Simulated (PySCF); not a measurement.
C₅H₁₀. Atoms are numbered in the order given.

```xyz
15

C      1.9181     0.1454     0.0000
C      0.5067    -0.4146     0.0000
C     -0.4997     0.0653    -1.0811
C     -1.6092     0.0665     0.0000
C     -0.4997     0.0653     1.0811
H      2.4808    -0.1821    -0.8902
H      1.9037     1.2485     0.0000
H      2.4808    -0.1821     0.8902
H      0.5436    -1.5180     0.0000
H     -0.6419    -0.5691    -1.9699
H     -0.2597     1.0873    -1.4184
H     -2.1810    -0.8748     0.0000
H     -2.3224     0.9048     0.0000
H     -0.2597     1.0873     1.4184
H     -0.6419    -0.5691     1.9699
```

Coordinates come from a B3LYP-D3(BJ)/def2-SVP optimisation.

Computed with M06-2X/def2-TZVP (PySCF).

ESP charges are fitted to the potential on shells at 1.4 to 2.0 van der Waals radii. Atomic charges (e):

| atom | Löwdin | Mulliken | ESP fit | meta-Löwdin |
|---|---|---|---|---|
| C1 | -0.31 | -0.44 | -0.80 | -0.33 |
| C2 | … | -0.10 | 0.45 | -0.06 |
| C3 | -0.23 | -0.26 | -0.32 | -0.21 |
| C4 | -0.25 | -0.25 | -0.08 | -0.20 |
| C5 | -0.23 | -0.26 | -0.32 | -0.21 |
| H6 | … | 0.14 | 0.19 | 0.11 |
| H7 | … | 0.13 | 0.19 | 0.10 |
| H8 | … | 0.14 | 0.19 | 0.11 |
| H9 | … | 0.13 | 0.00 | 0.09 |
| H10 | … | 0.13 | 0.08 | 0.10 |
| H11 | … | 0.13 | 0.12 | 0.10 |
| H12 | 0.13 | 0.14 | 0.06 | 0.10 |
| H13 | 0.12 | 0.12 | 0.06 | 0.10 |
| H14 | … | 0.13 | 0.12 | 0.10 |
| H15 | … | 0.13 | 0.08 | 0.10 |

### Question
What belongs in the gaps? (An estimate is asked for; the answer gives what the named calculation found.)

### Answer

- C2, Löwdin: -0.27
- H6, Löwdin: 0.12
- H7, Löwdin: 0.12
- H8, Löwdin: 0.12
- H9, Löwdin: 0.15
- H10, Löwdin: 0.12
- H11, Löwdin: 0.13
- H14, Löwdin: 0.13
- H15, Löwdin: 0.12

### Question
Give the Mayer and Wiberg (Löwdin basis) orders of the bonds. (Estimate from the structure and the level; the computed values follow.)

### Answer

| bond | Mayer | Wiberg |
|---|---|---|
| C1–C2 | 0.96 | 1.27 |
| C2–C3 | 0.94 | 1.12 |
| C3–C4 | 0.95 | 1.17 |
| C2–C5 | 0.94 | 1.12 |
| C4–C5 | 0.95 | 1.17 |
| C1–H6 | 0.98 | 0.90 |
| C1–H7 | 0.96 | 0.90 |
| C1–H8 | 0.98 | 0.90 |
| C2–H9 | 0.98 | 0.80 |
| C3–H10 | 0.97 | 0.88 |
| C3–H11 | 0.97 | 0.86 |
| C4–H12 | 0.98 | 0.87 |
| C4–H13 | 0.98 | 0.89 |
| C5–H14 | 0.97 | 0.86 |
| C5–H15 | 0.97 | 0.88 |
